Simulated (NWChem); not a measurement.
# BeH₂SeO; SMILES [OH][Be][SeH]

```xyz
5

Be     0.0089    -1.2037    -0.0140
O      0.0178    -2.6093    -0.0419
H      0.0283    -3.3881     0.5073
Se     0.0362     0.8297    -0.0034
H     -1.4363     0.8666     0.0007
```
Atoms are numbered in this order, from 1.

Computed with NWChem. Pople sets run with spherical d functions. The geometry was optimised at PBE0/def2-SVP. Level PBE/6-31G*: energy and gradient on several grids; changes count from the extra-fine grid, which is no exact limit either.

### Question
Which is the coarsest grid (xcoarse; coarse; medium; xfine; fine) from which on the energy stays within 50 μHa and each gradient component within 100 μHa/bohr of xfine?

### Answer
fine.
```json
[
 {"grid": "xcoarse", "size of the energy change (μHa)": "900", "largest change of a gradient component (μHa/bohr)": "5000"},
 {"grid": "coarse", "size of the energy change (μHa)": "200", "largest change of a gradient component (μHa/bohr)": "200"},
 {"grid": "medium", "size of the energy change (μHa)": "20", "largest change of a gradient component (μHa/bohr)": "200"},
 {"grid": "fine", "size of the energy change (μHa)": "< 10", "largest change of a gradient component (μHa/bohr)": "50"},
 {"grid": "xfine", "size of the energy change (μHa)": "< 10", "largest change of a gradient component (μHa/bohr)": "< 30"}
]
```
